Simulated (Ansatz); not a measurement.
Consider the hydrogenolysis of the Si–N bond: `N[SiH2]S[SiH2]F` + H₂ → `F[SiH2]S[SiH3]` + NH₃.

Gas-phase electronic energies from Ansatz, PBE0-D4/def2-TZVP geometries. CCSD(T)/CBS is the MP2 limit (def2-TZVPP, def2-QZVPP) plus CCSD(T) − MP2 in def2-TZVPP, frozen cores. This one scheme is used for every species. Functionals use def2-TZVPP. B3LYP here is the variant with VWN-RPA as its local correlation; programs differ in this. One conformer a species, not always the lowest.

Q: Is it downhill or uphill in electronic energy at CCSD(T)/CBS, and by how much? (Estimate.)

A: Computed: Uphill: ΔE = +0.41 eV.

Q: What do these levels give: B2PLYP, B3LYP, SCS-MP2/def2-TZVPP, HF/def2-QZVPP, MP2/def2-QZVPP, MP2/CBS(def2)? (An estimate is asked.)

A: The calculation gave: B2PLYP 0.37, B3LYP 0.32, SCS-MP2/def2-TZVPP 0.40, HF/def2-QZVPP 0.25, MP2/def2-QZVPP 0.47, MP2/CBS(def2) 0.49 eV.

Largest T1 diagnostic among the species: 0.012.

The D4 term adds +0.09 eV with B3LYP and +0.05 eV with PBE0; it sums over pairs of atoms, weighted by their polarisabilities, and B3LYP, whose exchange is more repulsive, gets the larger term. In def2-TZVPP, CCSD(T) changes the Hartree–Fock value by +0.13 eV (the triples alone add +0.04 eV) and MP2 by +0.21 eV.
